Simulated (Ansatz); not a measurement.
Consider the redistribution: `[F][Ge]([F])([F])[SiH3]` + `BC(F)[SiH2]F` → `BC([SiH3])[SiH2]F` + `[F][Ge]([F])([F])[F]`.

Program: Ansatz. Geometries: PBE0-D4/def2-TZVP. ΔE: electronic, gas phase. CBS: MP2 limit from def2 TZ/QZ plus the TZ coupled-cluster correction, frozen cores. DFT in def2-TZVPP. For Ge outer-core shells are correlated without core-valence functions, which leaves a few kJ/mol of doubt a bond. Scalar relativity is left out up to krypton. One conformer a species, not always the lowest.

```
 level  ΔE (kJ/mol)
r2SCAN       -147.4
 BHLYP       -142.8
```

**Question.** What does CCSD(T)/CBS give? (An estimate is asked.)

**Answer.** Computed: -158.8 kJ/mol. The listed levels differ from it by 11.4, 16.0 kJ/mol.

**Question.** What do rigid-rotor, harmonic-oscillator terms from PBE0-D4/def2-TZVP frequencies (298.15 K, 1 bar) make of the CCSD(T)/CBS value? (An estimate is asked.)

**Answer.** Computed: ΔZPE = +3.1 kJ/mol, ΔH = -157.2 kJ/mol, ΔS = -27 J/(mol·K), ΔG = -149.0 kJ/mol. Modes under 50 cm⁻¹ make the entropy rough.

Largest T1 diagnostic among the species: 0.013.

At CCSD(T), def2-SVP lies −3.4 kJ/mol from the extrapolated value and def2-TZVPP −9.3 kJ/mol. Leaving LDA and LC-ωPBE aside and taking each functional with its dispersion term where it has one, the values, not all of them listed here, spread over 46.2 kJ/mol, from PBE-QIDH to BLYP-D4. LDA lies −5.4 kJ/mol from PBE without D4.
